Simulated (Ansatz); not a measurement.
`[F][Mg][SH]` + CH₃SH → `C[S][Mg][F]` + H₂S at 298.15 K and 1 bar (ligand exchange at a Mg–S bond).

Gas-phase electronic energies from Ansatz, PBE0-D4/def2-TZVP geometries. CCSD(T)/CBS adds triple-zeta CCSD(T) − MP2 to the extrapolated MP2 energy (def2 sets, frozen cores). This one scheme is used for every species. For Mg outer-core shells are correlated without core-valence functions, which leaves a few kJ/mol of doubt a bond. Each species was taken in one conformer, which may not be the lowest.

```
      species  CCSD(T)/CBS energy (Eh)  H − E (kJ/mol)  S (J/(mol·K))
`[F][Mg][SH]`               -698.17668            42.9          290.8
        CH₃SH               -438.22835           133.0          253.2
`C[S][Mg][F]`               -737.42523           126.2          337.3
          H₂S               -398.97279            49.9          205.7
```

H − E and S are ideal-gas, rigid-rotor, harmonic terms from PBE0-D4/def2-TZVP, for one conformer and one mirror image of each species. 1 Eh = 2625.50 kJ/mol, R = 8.31446 J/(mol·K).

Q: By hand: ΔE, ΔH, ΔS and ΔG.

A: ΔE = (-737.42523) + (-398.97279) − (-698.17668) − (-438.22835) = 0.00701 Eh = 18.4 kJ/mol. Δ(H − E) = 126.2 + 49.9 − 42.9 − 133.0 = 0.2, so ΔH = 18.6 kJ/mol. ΔS = 337.3 + 205.7 − 290.8 − 253.2 = -1.0 J/(mol·K). ΔG = 18.6 − 298.15 × (-1.0)/1000 = 18.9 kJ/mol.

Q: By hand: the equilibrium constant, and the temperature at which ΔG would vanish if ΔH and ΔS stayed fixed.

A: log₁₀ K = −ΔG/(RT ln 10) = -3.3. ΔH and −TΔS have one sign here, so there is no such temperature. One of them is within its doubt of zero, so this could turn.

The number of gas molecules stays the same, so ΔS is small and ΔH decides. A doubt of 5 kJ/mol in ΔE shifts log₁₀ K by 0.9 here. Other conformers and mirror images would add mixing entropy, several J/(mol·K) or more a flexible species. These are equilibria of isolated gas molecules and say nothing of rates. Largest T1 diagnostic: 0.011 (customary marks: 0.02 for closed shells, 0.045 for open ones).
